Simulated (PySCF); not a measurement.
**Ti⁴⁺ (titanium, charge +4) across methods**

[Ar], closed-shell 1S. All numbers are calculated (PySCF 2.14, scalar relativity by spin-free X2C-1e, in an uncontracted even-tempered set (20 s from 0.13 bohr⁻², ratio 2.5; 13 p from 0.17 bohr⁻², ratio 2.5; 5 d from 2.3 bohr⁻², ratio 2.7; 5 f from 3.5 bohr⁻², ratio 2.7)).

```csv
method,E (hartree),mean ε 2p (eV),mean ε 3s (eV),mean ε 3p (eV),Σ⟨r²⟩ (bohr²),⟨S²⟩
TPSSh,-850.365,-504.68,-116.47,-90.821,10.42,0.000
PW91,-850.354,-499.91,-113.99,-89.517,10.43,0.000
UHF,-849.54278,-540.82,-130.68,-99.420,10.46,0.000
PBE,-850.104,-499.53,-113.92,-89.409,10.43,0.000
PBE0,-850.153,-510.18,-118.47,-92.264,10.43,0.000
LDA,-848.219,-499.38,-113.61,-89.415,10.45,0.000
```

Task: Estimate the same row for r2SCAN.

Result: E (hartree) = -850.308; mean ε 2p (eV) = -504.42; mean ε 3s (eV) = -115.93; mean ε 3p (eV) = -90.310; Σ⟨r²⟩ (bohr²) = 10.42; ⟨S²⟩ = 0.000.
